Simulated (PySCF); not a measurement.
**Energy of Be⁺ (beryllium, charge +1) between two integer charges**

The 2s alpha orbital of [He] 2s1 is emptied in steps (occupation f), with all orbitals relaxed, ending at 1s2. Computed with PySCF 2.14 in def2-TZVPPD, with no relativity, point nucleus. The exact energy is a straight line in f; departures are measured from the line between the end points of the same method.

Question: Among UHF, LDA, PBE, PBE0, LC-wPBE, BHandHLYP, B3LYP, CAM-B3LYP, which shows the largest delocalisation error (convex curve), and which is closest to linear?

Answer: Most convex: PBE (-0.964 eV at f = 0.5); closest to linear: UHF (0.001 eV).

| f | UHF (eV) | LDA (eV) | PBE (eV) | PBE0 (eV) | LC-wPBE (eV) | BHandHLYP (eV) | B3LYP (eV) | CAM-B3LYP (eV) |
| --- | --- | --- | --- | --- | --- | --- | --- | --- |
| 1 | 0.000 | 0.000 | 0.000 | 0.000 | 0.000 | 0.000 | 0.000 | 0.000 |
| 0.75 | 0.000 | -0.724 | -0.742 | -0.546 | -0.062 | -0.406 | -0.624 | -0.348 |
| 0.5 | 0.001 | -0.927 | -0.964 | -0.706 | -0.072 | -0.538 | -0.816 | -0.455 |
| 0.25 | 0.000 | -0.640 | -0.693 | -0.504 | -0.047 | -0.402 | -0.594 | -0.334 |
| 0 | 0.000 | 0.000 | 0.000 | 0.000 | 0.000 | 0.000 | 0.000 | 0.000 |

```json
{"method": "UHF", "E(f=0) − E(f=1) (eV)": "18.122", "−ε at f=1 (eV)": "18.124", "−ε at f=0.5 (eV)": "18.122"}
{"method": "LDA", "E(f=0) − E(f=1) (eV)": "18.239", "−ε at f=1 (eV)": "14.290", "−ε at f=0.5 (eV)": "18.441"}
{"method": "PBE", "E(f=0) − E(f=1) (eV)": "18.478", "−ε at f=1 (eV)": "14.457", "−ε at f=0.5 (eV)": "18.602"}
{"method": "PBE0", "E(f=0) − E(f=1) (eV)": "18.442", "−ε at f=1 (eV)": "15.469", "−ε at f=0.5 (eV)": "18.550"}
{"method": "LC-wPBE", "E(f=0) − E(f=1) (eV)": "18.519", "−ε at f=1 (eV)": "18.143", "−ε at f=0.5 (eV)": "18.564"}
{"method": "BHandHLYP", "E(f=0) − E(f=1) (eV)": "18.489", "−ε at f=1 (eV)": "16.307", "−ε at f=0.5 (eV)": "18.505"}
{"method": "B3LYP", "E(f=0) − E(f=1) (eV)": "18.606", "−ε at f=1 (eV)": "15.239", "−ε at f=0.5 (eV)": "18.684"}
{"method": "CAM-B3LYP", "E(f=0) − E(f=1) (eV)": "18.597", "−ε at f=1 (eV)": "16.717", "−ε at f=0.5 (eV)": "18.635"}
```

Reference removal energy between the ground levels: 18.211 eV (measured; NIST Atomic Spectra Database, ionization energies). UHF lacks correlation.
